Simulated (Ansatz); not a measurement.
The same ligand exchange along the group O, S, Se, Te.

Computed with Ansatz on PBE0-D4/def2-TZVP structures; ΔE is electronic, products minus reactants. CBS: MP2 limit from def2 TZ/QZ plus the TZ coupled-cluster correction, frozen cores. This one scheme is used for every species. Functionals use def2-TZVPP. B3LYP here is the variant with VWN-RPA as its local correlation; programs differ in this. def2 core potentials past Kr. For Se, Te outer-core shells are correlated without core-valence functions, which leaves a few kJ/mol of doubt a bond. Scalar relativity is left out up to krypton. Each species was taken in one conformer, which may not be the lowest.

| reaction | PBE0-D4 (kJ/mol) | B3LYP-D4 (kJ/mol) | CCSD(T)/CBS(def2) (kJ/mol) |
| --- | --- | --- | --- |
| `O[Si](Cl)(Cl)Cl` + NH₃ → `N[Si](Cl)(Cl)Cl` + H₂O | 36 | 39 | 37 |
| `S[Si](Cl)(Cl)Cl` + NH₃ → `N[Si](Cl)(Cl)Cl` + H₂S | -5 | -11 | -10 |
| `Cl[Si](Cl)(Cl)[SeH]` + NH₃ → `N[Si](Cl)(Cl)Cl` + H₂Se | -4 | -10 | -7 |
| `Cl[Si](Cl)(Cl)[TeH]` + NH₃ → `N[Si](Cl)(Cl)Cl` + H₂Te | -7 | -13 | -9 |

Largest T1 diagnostic: 0.010, for H₂Te.
